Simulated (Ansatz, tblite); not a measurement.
Removing an electron: Si(NCS)H3 (CH3NSSi). The state is a singlet with charge 0. Geometry: PBE-D4/def2-SVP. Ansatz, gas phase; energy differences of separate SCF runs; the oxidised species was run as a doublet alone.

```xyz
7

Si   -0.804    0.304   -0.697
N     0.451   -0.179    0.397
C     1.332   -0.507    1.157
S     2.485   -0.937    2.153
H    -1.492    1.516   -0.140
H    -1.784   -0.823   -0.841
H    -0.189    0.626   -2.028
```

The xTB rows come from tblite. Correlated methods freeze 12 core orbitals.

| level | −HOMO (eV) | vertical IE (eV) | −LUMO (eV) | HOMO–LUMO gap (eV) | remarks |
| --- | --- | --- | --- | --- | --- |
| GFN1-xTB | 11.62 | 14.84 | 7.45 | 4.16 | – |
| GFN2-xTB | 10.89 | 13.69 | 7.11 | 3.78 | – |
| HF/def2-TZVPP | – | 8.46 | – | – | spin-contaminated (⟨S²⟩ 0.96) (+1 doublet) |
| PBE-D4/def2-TZVP | 6.42 | 9.48 | 1.62 | 4.80 | – |
| r2SCAN-D4/def2-TZVP | 6.69 | 9.56 | 1.44 | 5.25 | – |
| PBE0-D4/def2-TZVP | 7.54 | 9.62 | 0.74 | 6.80 | – |
| CCSD/def2-TZVPP | – | 9.49 | – | – | spin-contaminated (⟨S²⟩ 0.96) (+1 doublet) |
| CCSD(T)/def2-TZVPP | – | 9.61 | – | – | spin-contaminated (⟨S²⟩ 0.96) (+1 doublet) |

Relaxing the oxidised species (PBE-D4/def2-SVP) changes its energy by -0.11 eV at PBE-D4/def2-TZVP, so the adiabatic ionisation energy to this nearest minimum is 9.37 eV. At PBE0-D4/def2-TZVP it is 9.46 eV.  Run but left out: MP2/def2-TZVPP (charge +1 doublet: ⟨S²⟩ 0.96, where a pure state has 0.75).  Raw xTB energy differences between charge states are shifted by several eV; the methods need an empirical correction for them.
